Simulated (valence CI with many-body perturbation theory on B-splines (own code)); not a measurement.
# Re44+: key properties

Method: relativistic CI+MBPT: three valence electrons over a frozen Dirac-Fock core [Ar] 3d10, a basis of 9 s, 9 p, 8 d, 6 f, 3 g, 1 h functions for each j, with the one-electron correlation potential Σ1 (screened to all orders), the two-electron term Σ2, the three-electron term Σ3, Breit, model QED; selected single and double excitations, second order for the rest, scaled by the run's own slope (own B-spline code, finite nucleus).

No measured spectrum was set against this ion. As an estimate, large intervals hold to a few tenths of a per cent, small ones and those within an open d or f shell to about a per cent.

Levels are named by their leading jj configuration (3d3/2^4 stands for four electrons in 3d with j = 3/2), which in mixed levels can hold well under half, so a name can repeat and another be missing.

Rates and lifetimes use the calculated energies. Strong lines usually hold to 10 to 20 %, long lifetimes can be off by a factor of two.

Q: What is the ground level?

A: (4s^2 4p1/2) J=1/2, composition 100 % 4s²4p ²P°, g = 0.659.

Q: Where does the other parity begin?

A: At (4s 4p1/2^2) J=1/2, 7.301 Ry.

Q: What are the static dipole polarisabilities of the lowest levels?

A: (4s^2 4p1/2) J=1/2 0.0295 bohr³, of which the core gives 0.00195.

Q: How well does LS coupling describe the low levels?

A: Among the lowest 20 levels the leading LS term, summed over configurations, holds 66 % on average. For single configurations the figures are 64 % in LS and 94 % in jj coupling. Terms mix most in the J = 3/2 level at 27.183 Ry, where the leading one holds 38 %.

Q: What is the ionisation energy?

A: 2303.3 eV; NIST lists 2302 ± 4 eV (theoretical).
